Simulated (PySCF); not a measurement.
Ge(H)(F)2(OMe) (CH4F2GeO), SMILES C[O][GeH]([F])[F]. Heavy atoms are numbered as in [GeH:1]([F:2])([F:3])[O:4][CH3:5]. Hydrogens are named by the atom that carries them.

The structure is a stationary point at B3LYP-D3(BJ)/def2-SVP. This is a generated structure with no PubChem entry under its InChIKey; it may be hypothetical. The values are those of a single conformer.

Computed with PySCF with B3LYP/pcSseg-1.

GIAO shieldings, no solvent; atoms alike by connectivity are averaged. δ = σ(ref) − σ: ⁷³Ge against GeH4 (σ = 1631.8 ppm); ¹⁹F against CFCl3 (σ = 161.7 ppm); ¹⁷O against H2O (σ = 333.8 ppm); ¹³C against TMS (σ = 181.3 ppm); ¹H against TMS (σ = 31.68 ppm), references at their B3LYP-D3(BJ)/def2-TZVP geometries, non-relativistic.

Computed chemical shifts:
| nucleus | atoms | count | δ (ppm) |
|---|---|---|---|
| ⁷³Ge | Ge1 (GeH) | 1 | 278.7 |
| ¹⁹F | F2 | 2 | -162.5 |
| ¹⁷O | O4 | 1 | 62.8 |
| ¹³C | C5 (CH3) | 1 | 58.2 |
| ¹H | H on Ge1 | 1 | 5.91 |
| ¹H | H on C5 | 3 | 4.31 |
